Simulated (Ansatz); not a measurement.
Ansatz (a program for electronic structure) input (B3LYP-D3(BJ)/def2-TZVP):

Ansatz 0.2 input:
```yaml
crystal:
  periodic: [false, false, false]
  atoms:
    - {symbol: Si, position_ang: [0.96999240, 0.61530752, -0.32010017]}
    - {symbol: C, position_ang: [2.04696208, -0.79447739, -0.23611391]}
    - {symbol: Cl, position_ang: [1.41505618, 2.66449112, 0.57536779]}
    - {symbol: N, position_ang: [-0.56310120, 0.41320620, 0.54160332]}
    - {symbol: Si, position_ang: [-1.86966909, -0.55270696, 0.07677868]}
    - {symbol: H, position_ang: [0.63716965, 1.18213545, -1.64312097]}
    - {symbol: H, position_ang: [3.04040740, -0.70107955, -0.66454770]}
    - {symbol: H, position_ang: [2.05964890, -1.38914453, 0.67157807]}
    - {symbol: H, position_ang: [-0.73710910, 1.13169225, 1.22492265]}
    - {symbol: H, position_ang: [-2.81298764, -0.61111765, 1.21273567]}
    - {symbol: H, position_ang: [-1.40255237, -1.89634926, -0.26576604]}
    - {symbol: H, position_ang: [-2.66221220, -0.06851278, -1.08085403]}
basis:
  gaussian:
    orbitals: def2-TZVP
hamiltonian:
  xc: b3lyp
  dispersion: d3bj
total_charge: -1
relax: {f_tol: 0.002, max_steps: 150}
```

Output:

```
Functional definition: B3LYP
integrals: 0.17 GiB planned
1428 factors; their error is unknown
0.27 GiB of the device are held for the grids
1.22 GiB of device memory are held for the factors and their scratch space
mean field: 1.05 GiB planned
mean field evaluation 1: about -30914.5395 eV, gradient 7.1e1 eV
mean field evaluation 2: about -30888.7225 eV, gradient 1.1e2 eV
mean field evaluation 4: about -30925.3196 eV, gradient 9.1e0 eV
mean field evaluation 8: about -30925.4937 eV, gradient 1.6e-1 eV
mean field evaluation 16: about -30925.5723 eV, gradient 2.8e-4 eV
mean field -30925.57229566 eV, -1136.4938197598 hartree, gradient 1.8e-5 eV, S^2 0.000000; 0 other end points of the search recorded, 0 dependent functions left out
the calculation of the forces begins
reference -30925.57261216 eV, -1136.4938313909 hartree; 33, 33 occupied and 182, 182 virtual orbitals, 1428 factors
relax step   1: F+E_penalty+E_count = -30926.14555840 eV  Δ(F+E_penalty+E_count) = +0.000e0 eV  max|allowed force component| = 9.299e-1 eV/Å  Δτ_max = 0.0000 Å  (30 SCF iters, accepted)
these checks for a lower state are left out or cut short: starts, cluster_reference, orbital_swaps, neighbouring_geometries, increment
integrals: 0.16 GiB planned
1428 factors; their error is unknown
0.27 GiB of the device are held for the grids
1.22 GiB of device memory are held for the factors and their scratch space
mean field: 1.05 GiB planned
mean field -30925.66729890 eV, -1136.4973110644 hartree, gradient 1.9e-5 eV, S^2 0.000000; 0 other end points of the search recorded, 0 dependent functions left out
the calculation of the forces begins
reference -30925.66761675 eV, -1136.4973227453 hartree; 33, 33 occupied and 182, 182 virtual orbitals, 1428 factors
relax step   2: F+E_penalty+E_count = -30926.23757489 eV  Δ(F+E_penalty+E_count) = -9.202e-2 eV  max|allowed force component| = 6.240e-1 eV/Å  Δτ_max = 0.1936 Å  (29 SCF iters, accepted)
these checks for a lower state are left out or cut short: starts, cluster_reference, orbital_swaps, neighbouring_geometries, increment
integrals: 0.16 GiB planned
1428 factors; their error is unknown
0.27 GiB of the device are held for the grids
1.22 GiB of device memory are held for the factors and their scratch space
mean field: 1.05 GiB planned
mean field evaluation 32: about -30925.6978 eV, gradient 2.3e-5 eV
mean field -30925.69783629 eV, -1136.4984332929 hartree, gradient 2.3e-5 eV, S^2 0.000000; 0 other end points of the search recorded, 0 dependent functions left out
the calculation of the forces begins
reference -30925.69815245 eV, -1136.4984449113 hartree; 33, 33 occupied and 182, 182 virtual orbitals, 1428 factors
relax step   3: F+E_penalty+E_count = -30926.26998173 eV  Δ(F+E_penalty+E_count) = -3.241e-2 eV  max|allowed force component| = 3.947e-1 eV/Å  Δτ_max = 0.1100 Å  (31 SCF iters, accepted)
these checks for a lower state are left out or cut short: starts, cluster_reference, orbital_swaps, neighbouring_geometries, increment
integrals: 0.16 GiB planned
1428 factors; their error is unknown
0.27 GiB of the device are held for the grids
1.22 GiB of device memory are held for the factors and their scratch space
mean field: 1.05 GiB planned
mean field -30925.71300031 eV, -1136.4989905602 hartree, gradient 1.8e-5 eV, S^2 0.000000; 0 other end points of the search recorded, 0 dependent functions left out
the calculation of the forces begins
reference -30925.71331522 eV, -1136.4990021330 hartree; 33, 33 occupied and 182, 182 virtual orbitals, 1428 factors
relax step   4: F+E_penalty+E_count = -30926.28665401 eV  Δ(F+E_penalty+E_count) = -1.667e-2 eV  max|allowed force component| = 1.992e-1 eV/Å  Δτ_max = 0.1035 Å  (31 SCF iters, accepted)
these checks for a lower state are left out or cut short: starts, cluster_reference, orbital_swaps, neighbouring_geometries, increment
integrals: 0.16 GiB planned
1428 factors; their error is unknown
[...]
integrals: 0.17 GiB planned
1428 factors; their error is unknown
0.28 GiB of the device are held for the grids
1.23 GiB of device memory are held for the factors and their scratch space
mean field: 1.06 GiB planned
mean field -30925.81741363 eV, -1136.5028276791 hartree, gradient 1.6e-5 eV, S^2 0.000000; 0 other end points of the search recorded, 0 dependent functions left out
the calculation of the forces begins
reference -30925.81772061 eV, -1136.5028389604 hartree; 33, 33 occupied and 182, 182 virtual orbitals, 1428 factors
relax step  14: F+E_penalty+E_count = -30926.41223533 eV  Δ(F+E_penalty+E_count) = -4.299e-4 eV  max|allowed force component| = 6.259e-2 eV/Å  Δτ_max = 0.0226 Å  (31 SCF iters, accepted)
these checks for a lower state are left out or cut short: starts, cluster_reference, orbital_swaps, neighbouring_geometries, increment
integrals: 0.17 GiB planned
1428 factors; their error is unknown
0.28 GiB of the device are held for the grids
1.23 GiB of device memory are held for the factors and their scratch space
mean field: 1.06 GiB planned
mean field -30925.81827502 eV, -1136.5028593345 hartree, gradient 1.6e-5 eV, S^2 0.000000; 0 other end points of the search recorded, 0 dependent functions left out
the calculation of the forces begins
reference -30925.81858198 eV, -1136.5028706150 hartree; 33, 33 occupied and 182, 182 virtual orbitals, 1428 factors
relax step  15: F+E_penalty+E_count = -30926.41274618 eV  Δ(F+E_penalty+E_count) = -5.108e-4 eV  max|allowed force component| = 2.006e-2 eV/Å  Δτ_max = 0.0163 Å  (32 SCF iters, accepted)
these checks for a lower state are left out or cut short: starts, cluster_reference, orbital_swaps, neighbouring_geometries, increment
integrals: 0.17 GiB planned
1428 factors; their error is unknown
0.28 GiB of the device are held for the grids
1.23 GiB of device memory are held for the factors and their scratch space
mean field: 1.06 GiB planned
mean field -30925.81822857 eV, -1136.5028576275 hartree, gradient 1.6e-5 eV, S^2 0.000000; 0 other end points of the search recorded, 0 dependent functions left out
the calculation of the forces begins
reference -30925.81853550 eV, -1136.5028689069 hartree; 33, 33 occupied and 182, 182 virtual orbitals, 1428 factors
relax step  16: F+E_penalty+E_count = -30926.41282072 eV  Δ(F+E_penalty+E_count) = -7.453e-5 eV  max|allowed force component| = 9.885e-3 eV/Å  Δτ_max = 0.0066 Å  (33 SCF iters, accepted)
these checks for a lower state are left out or cut short: starts, cluster_reference, orbital_swaps, neighbouring_geometries, increment
integrals: 0.17 GiB planned
1428 factors; their error is unknown
0.28 GiB of the device are held for the grids
1.23 GiB of device memory are held for the factors and their scratch space
mean field: 1.07 GiB planned
mean field evaluation 128: about -30925.8180 eV, gradient 7.7e-5 eV
mean field -30925.81796780 eV, -1136.5028480442 hartree, gradient 1.6e-5 eV, S^2 0.000000; 0 other end points of the search recorded, 0 dependent functions left out
the calculation of the forces begins
reference -30925.81827471 eV, -1136.5028593230 hartree; 33, 33 occupied and 182, 182 virtual orbitals, 1428 factors
relax step  17: F+E_penalty+E_count = -30926.41285915 eV  Δ(F+E_penalty+E_count) = -3.843e-5 eV  max|allowed force component| = 4.658e-3 eV/Å  Δτ_max = 0.0061 Å  (33 SCF iters, accepted)
these checks for a lower state are left out or cut short: starts, cluster_reference, orbital_swaps, neighbouring_geometries, increment
integrals: 0.17 GiB planned
1428 factors; their error is unknown
0.28 GiB of the device are held for the grids
1.23 GiB of device memory are held for the factors and their scratch space
mean field: 1.07 GiB planned
mean field -30925.81784161 eV, -1136.5028434071 hartree, gradient 1.0e-5 eV, S^2 0.000000; 0 other end points of the search recorded, 0 dependent functions left out
the calculation of the forces begins
reference -30925.81814854 eV, -1136.5028546863 hartree; 33, 33 occupied and 182, 182 virtual orbitals, 1428 factors
relax step  18: F+E_penalty+E_count = -30926.41287055 eV  Δ(F+E_penalty+E_count) = -1.140e-5 eV  max|allowed force component| = 2.421e-3 eV/Å  Δτ_max = 0.0031 Å  (25 SCF iters, accepted)
these checks for a lower state are left out or cut short: starts, cluster_reference, orbital_swaps, neighbouring_geometries, increment
integrals: 0.17 GiB planned
1428 factors; their error is unknown
0.28 GiB of the device are held for the grids
1.23 GiB of device memory are held for the factors and their scratch space
mean field: 1.07 GiB planned
mean field -30925.81775858 eV, -1136.5028403557 hartree, gradient 8.9e-6 eV, S^2 0.000000; 0 other end points of the search recorded, 0 dependent functions left out
the calculation of the forces begins
reference -30925.81806553 eV, -1136.5028516358 hartree; 33, 33 occupied and 182, 182 virtual orbitals, 1428 factors
relax step  19: F+E_penalty+E_count = -30926.41287405 eV  Δ(F+E_penalty+E_count) = -3.503e-6 eV  max|allowed force component| = 2.418e-3 eV/Å  Δτ_max = 0.0025 Å  (24 SCF iters, accepted)
these checks for a lower state are left out or cut short: starts, cluster_reference, orbital_swaps, neighbouring_geometries, increment
integrals: 0.17 GiB planned
1428 factors; their error is unknown
0.28 GiB of the device are held for the grids
1.23 GiB of device memory are held for the factors and their scratch space
mean field: 1.07 GiB planned
mean field -30925.81785787 eV, -1136.5028440044 hartree, gradient 1.1e-5 eV, S^2 0.000000; 0 other end points of the search recorded, 0 dependent functions left out
the calculation of the forces begins
reference -30925.81816484 eV, -1136.5028552854 hartree; 33, 33 occupied and 182, 182 virtual orbitals, 1428 factors
relax step  20: F+E_penalty+E_count = -30926.41287547 eV  Δ(F+E_penalty+E_count) = -1.425e-6 eV  max|allowed force component| = 2.329e-3 eV/Å  Δτ_max = 0.0016 Å  (24 SCF iters, accepted)
these checks for a lower state are left out or cut short: starts, cluster_reference, orbital_swaps, neighbouring_geometries, increment
integrals: 0.17 GiB planned
1428 factors; their error is unknown
0.28 GiB of the device are held for the grids
1.23 GiB of device memory are held for the factors and their scratch space
mean field: 1.07 GiB planned
mean field -30925.81784039 eV, -1136.5028433619 hartree, gradient 2.2e-5 eV, S^2 0.000000; 0 other end points of the search recorded, 0 dependent functions left out
the calculation of the forces begins
reference -30925.81814735 eV, -1136.5028546425 hartree; 33, 33 occupied and 182, 182 virtual orbitals, 1428 factors
relax step  21: F+E_penalty+E_count = -30926.41287122 eV  Δ(F+E_penalty+E_count) = +4.256e-6 eV  max|allowed force component| = 8.083e-3 eV/Å  Δτ_max = 0.0015 Å  (24 SCF iters, rejected (line search))
these checks for a lower state are left out or cut short: starts, cluster_reference, orbital_swaps, neighbouring_geometries, increment
integrals: 0.17 GiB planned
1428 factors; their error is unknown
0.28 GiB of the device are held for the grids
1.23 GiB of device memory are held for the factors and their scratch space
mean field: 1.07 GiB planned
mean field evaluation 160: about -30925.8178 eV, gradient 1.6e-5 eV
mean field -30925.81781994 eV, -1136.5028426104 hartree, gradient 1.6e-5 eV, S^2 0.000000; 0 other end points of the search recorded, 0 dependent functions left out
the calculation of the forces begins
reference -30925.81812690 eV, -1136.5028538912 hartree; 33, 33 occupied and 182, 182 virtual orbitals, 1428 factors
relax step  22: F+E_penalty+E_count = -30926.41287637 eV  Δ(F+E_penalty+E_count) = -8.928e-7 eV  max|allowed force component| = 5.765e-4 eV/Å  Δτ_max = 0.0006 Å  (23 SCF iters, accepted)
integrals: 0.17 GiB planned
1428 factors; their error is unknown
0.28 GiB of the device are held for the grids
1.23 GiB of device memory are held for the factors and their scratch space
mean field: 1.07 GiB planned
mean field -30925.81781994 eV, -1136.5028426104 hartree, gradient 1.5e-5 eV, S^2 0.000000; 1 other end points of the search recorded, 0 dependent functions left out
the calculation of the forces begins
reference -30925.81812690 eV, -1136.5028538912 hartree; 33, 33 occupied and 182, 182 virtual orbitals, 1428 factors
Total energy: -30926.41318333 eV, -1136.5247218116 hartree
Atom 0 at     0.961693     0.849559    -0.238732 Å, force     0.000175     0.000576    -0.000267 eV/Å
Atom 1 at     1.623498    -0.736606    -0.489866 Å, force     0.000130    -0.000067    -0.000016 eV/Å
Atom 2 at     1.707534     2.377788     1.231922 Å, force     0.000286     0.000077     0.000445 eV/Å
Atom 3 at    -0.666295     0.731105     0.391360 Å, force    -0.000289     0.000140     0.000056 eV/Å
Atom 4 at    -1.604474    -0.682987     0.171410 Å, force    -0.000361    -0.000489    -0.000016 eV/Å
Atom 5 at     1.031631     1.720844    -1.444981 Å, force    -0.000167    -0.000388    -0.000200 eV/Å
Atom 6 at     2.393918    -0.885189    -1.242068 Å, force     0.000076    -0.000129    -0.000066 eV/Å
Atom 7 at     1.630337    -1.482428     0.300385 Å, force    -0.000185     0.000154     0.000053 eV/Å
Atom 8 at    -1.003345     1.446298     1.017704 Å, force     0.000124    -0.000029    -0.000000 eV/Å
Atom 9 at    -2.943976    -0.392827     0.790578 Å, force    -0.000054     0.000031    -0.000028 eV/Å
Atom 10 at    -1.133227    -1.919293     0.850736 Å, force     0.000120    -0.000016    -0.000039 eV/Å
Atom 11 at    -1.875689    -1.032820    -1.245965 Å, force     0.000145     0.000139     0.000078 eV/Å
Dipole moment:    -0.558699     0.181030     0.214597 e Å
```

It need not be the lowest isomer of its formula. Whether it binds its extra electron was not tested at this geometry.
